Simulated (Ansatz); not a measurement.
Reaction (redistribution): `[F][AlH][CH2][GeH3]` + `C[Si]F` → `[CH3][AlH][CH2][GeH3]` + `F[Si]F`

Calculated with Ansatz (gas phase, PBE0-D4/def2-TZVP geometries, no zero-point term in ΔE). CBS: MP2 limit from def2 TZ/QZ plus the TZ coupled-cluster correction, frozen cores. This one scheme is used for every species. DFT in def2-TZVPP. B3LYP here is the variant with VWN-RPA as its local correlation; programs differ in this. For Ge outer-core shells are correlated without core-valence functions, which leaves a few kJ/mol of doubt a bond. Scalar relativity is left out up to krypton. Each species was taken in one conformer, which may not be the lowest.

```csv
level,ΔE (kJ/mol),difference from CCSD(T)/CBS
PBE-D4,-8.1,-3.8
r2SCAN-D4,-6.1,-1.8
B3LYP-D4,-6.4,-2.1
ωB97X-V,-6.8,-2.5
B2PLYP,-5.5,-1.2
PBE,-7.0,-2.7
r2SCAN,-5.5,-1.2
PBE0,-5.6,-1.3
HF/def2-TZVPP,-0.3,4.0
MP2/def2-TZVPP,-6.7,-2.4
SCS-MP2/def2-TZVPP,-5.2,-0.9
CCSD(T)/def2-TZVPP,-5.6,-1.3
HF/def2-QZVPP,-0.4,3.9
SCS-MP2/def2-QZVPP,-4.2,0.1
MP2/CBS(def2),-5.3,-1.0
CCSD/CBS(def2),-2.8,1.5
CCSD(T)/CBS,-4.3,0
```

Largest T1 diagnostic among the species: 0.015.

In def2-TZVPP, CCSD(T) changes the Hartree–Fock value by −5.3 kJ/mol (the triples alone add −1.5 kJ/mol) and MP2 by −6.4 kJ/mol.

CCSD(T)/CBS has its own doubt, a few kJ/mol and more with outer-core shells, so smaller differences from it don't rank the levels.
